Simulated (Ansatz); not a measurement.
Molecule: TeCl$_{4}$, charge 0, multiplicity 1. SMILES: Cl[Te](Cl)(Cl)Cl
Structure (B3LYP-D3(BJ)/def2-TZVP (Ansatz, an electronic-structure program) minimum search):
```
Te
Cl 1 2.3249
Cl 1 2.3249 2 100.18
Cl 1 2.4633 2 90.06 3 -90.08
Cl 1 2.4633 2 90.06 4 -179.85
```

Quantity: vertical triplet-singlet gap (E(triplet) - E(singlet); each state is the SCF solution reached for its spin; the UHF <S^2> is 2.11 for the triplet (pure: 2.00)), in eV. Correlated levels leave the core frozen unless marked. Open shells are spin-unrestricted. Spin-orbit coupling is left out. The frozen core is the preceding noble-gas configuration, with the filled d and f shells of earlier blocks. In def2 rows, elements after Kr have scalar-relativistic effective core potentials. CBS marks a two-point X^-3 extrapolation of the correlation energy; Hartree-Fock from the larger set. The bracket is a focal-point correction in the basis named.

| level | program | vertical triplet-singlet gap (eV) |
|---|---|---|
| HF/def2-SVPD | Ansatz | 2.95 |

Q: What does RI-MP2/CBS(def2-TZVPPD,def2-QZVPPD)+[CCSD(T)-MP2]/def2-TZVPPD (Ansatz) give?

A: 3.39 eV, so HF/def2-SVPD differs from it by -0.44 eV.
